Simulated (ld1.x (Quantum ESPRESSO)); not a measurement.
**Scattering properties, PAW potential for Cr**

```
Element                 : chromium (Cr)
Generator               : ld1.x (Quantum ESPRESSO) 7.5
Type                    : PAW
Functional              : PW91
Relativity              : scalar-relativistic
Frozen core             : [Ar]
Valence charge          : 6
Reference configuration : 3d5 4s0.5 4p0.5
Partial waves           : 4s (bound): rcut 2.75, rcutus 3.15 bohr; 4s channel at 2.6 Ry: rcut 2.75, rcutus 3.15 bohr; 4p (bound): rcut 3.25, rcutus 3.60 bohr; 4p channel at 4.95 Ry: rcut 3.25, rcutus 3.60 bohr; 3d (bound): rcut 1.50, rcutus 1.95 bohr; 3d channel at 0.65 Ry: rcut 1.50, rcutus 1.95 bohr
Local potential         : all-electron potential smoothed inside 2.80 bohr (lloc = -1)
Core correction         : a·sin(br)/r model core, default radius (core density twice the valence density)
Augmentation charge     : BESSEL, radius 1.55 bohr
```

The phase is arctan(r·u′/u) with u = r·R(r), unwrapped; energies in Ry, scanned from -2 to 5 Ry. A pole is an energy at which the radial function vanishes at the test radius. The pseudo phase is shifted by a multiple of π to meet the all-electron one at the reference energy, and phase errors are pseudo minus all-electron; the curves can meet again beyond the range given. Levels narrower than the energy grid can be missing from the lists of poles.

Problem. For each channel, where are the poles, and over which energies does the pseudopotential scatter like the atom?

Solution.

```
channel  radius (bohr)  reference energy (Ry)  poles, all-electron  poles, pseudo  unbroken range about the reference energy with phases within 0.05 rad  phase error 1 Ry above the reference energy (rad)
      s           3.92                  -0.33           0.10, 3.29     0.10, 3.28                                                              below 4.4                                             -0.002
      p           3.92                  -0.10           0.65, 3.93     0.62, 3.86                                                              below 1.3                                             -0.021
      d           3.92                  -0.27          -0.23, 1.70    -0.23, 1.70                                                              below 2.9                                             +0.000
```

Phases in the d channel:

```csv
E (Ry),all-electron,pseudo
-2.00,1.393,1.393
-1.52,1.367,1.367
-1.04,1.326,1.326
-0.56,1.223,1.223
-0.08,-1.853,-1.853
0.40,-2.381,-2.381
0.88,-4.212,-4.212
1.36,-4.614,-4.613
1.84,-4.746,-4.745
2.32,-4.858,-4.855
2.80,-5.103,-5.085
3.28,-6.943,-6.792
3.76,-7.640,-7.616
4.24,-7.767,-7.754
4.72,-7.827,-7.816
```
